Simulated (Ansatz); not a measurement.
cis-V(PH3)2F4 (VP₂H₆F₄). The state is a doublet with charge 0. Geometry r2SCAN-D4/def2-SVP; atoms count from 1.

Cartesian coordinates in Å:
```
F 2.4053 0.2056 1.1922
F 1.7402 1.9363 -0.6869
F -0.0324 1.3389 1.2370
F 1.2933 -0.6851 -1.0819
P -1.0456 1.0691 -1.5878
P -0.0251 -1.6221 1.4573
V 1.0605 0.5487 0.1300
H -2.2038 0.2576 -1.7488
H -0.7007 1.1457 -2.9632
H -1.7216 2.3148 -1.4947
H 0.6258 -2.8812 1.3661
H -1.3551 -2.1061 1.3072
H -0.0409 -1.5222 2.8735
```

Problem. Estimate the Mulliken populations from the PBE0/def2-TZVP orbitals of Ansatz.

Solution. 
| atom | charge (e) | spin (α − β) | d electrons |
| --- | --- | --- | --- |
| F1 | -0.42 | 0.03 | – |
| F2 | -0.42 | 0.03 | – |
| F3 | -0.42 | -0.02 | – |
| F4 | -0.42 | -0.02 | – |
| P5 | -0.12 | -0.02 | – |
| P6 | -0.12 | -0.02 | – |
| V7 | 1.26 | 1.02 | 3.06 |
| H8 | 0.10 | 0.00 | – |
| H9 | 0.11 | 0.00 | – |
| H10 | 0.11 | 0.00 | – |
| H11 | 0.11 | 0.00 | – |
| H12 | 0.10 | 0.00 | – |
| H13 | 0.11 | 0.00 | – |
Mulliken values depend strongly on the basis.

Problem. Where does the spin sit?

Solution. Summed by element: F 0.01, P -0.03, V 1.02, H 0.00, of 1 unpaired in all. Largest on single atoms: V7 1.02, F2 0.03, F1 0.03.

Problem. And the Mayer bond orders between heavy atoms (over 0.3)?

Solution. F1–V7 0.92 (1.75 Å); F2–V7 0.92 (1.75 Å); F3–V7 0.89 (1.74 Å); F4–V7 0.89 (1.74 Å); P5–V7 0.37 (2.77 Å); P6–V7 0.38 (2.77 Å).
